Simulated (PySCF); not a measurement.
# Correlation energy of I²⁺ (iodine, charge +2)

[Kr] 4d10 5s1 5p3 5d1, high-spin 6D determinant (an excited configuration). All numbers are calculated (PySCF 2.14, scalar relativity by spin-free X2C-1e, in x2c-QZVPPall with one added diffuse shell each of s, p, d, f type (14s10p8d5f1g, 128 functions)). Frozen: [Kr] 4d10; 5 electrons correlated.

MP2 pair energies summed by pair of shells (mhartree):

```
 pair  energy  share (%)
5p-5p  -11.67       47.2
5p-5d   -9.18       37.1
5s-5p   -2.77       11.2
5s-5d   -1.12        4.5
```

Total MP2 correlation energy: -24.74 mhartree.

Same-spin part -24.74 and opposite-spin part 0.00 mhartree; SCS-MP2 scales them by 1/3 and 6/5 to -8.25 mhartree.
